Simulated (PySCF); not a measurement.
CH₃FO₃Si, SMILES O=CO[Si@@H](O)F.

Geometry optimised at ωB97X-D3(BJ)/def2-SVP. The structure was generated by enumeration; whether it is a known compound was not checked. Other conformers were not sampled.

Two levels are set side by side: PBE/def2-TZVP (PySCF) and HF/def2-TZVP (PySCF). Same geometry, gas phase. Differences are taken from unrounded values.

```
quantity                         HF    PBE  PBE minus HF
---------------------------  ------  -----  ------------
orbital gap (eV)              16.71   5.30        -11.42
highest occupied level (eV)  -13.27  -7.26          6.00
lowest empty level (eV)        3.45  -1.97         -5.41
dipole moment (D)              2.36   1.78         -0.57
mean polarisability (bohr³)    37.4   44.4           6.9
```

PBE's occupied levels lie high since its potential decays too fast outside the molecule; exact exchange lowers them and widens the gap. Loosely held outer electrons make PBE densities more polarisable. Differences between two approximate levels are no errors against the true value.

Rough cost on one machine, each run with all the roots and properties that it gave: HF against PBE about 1/3.
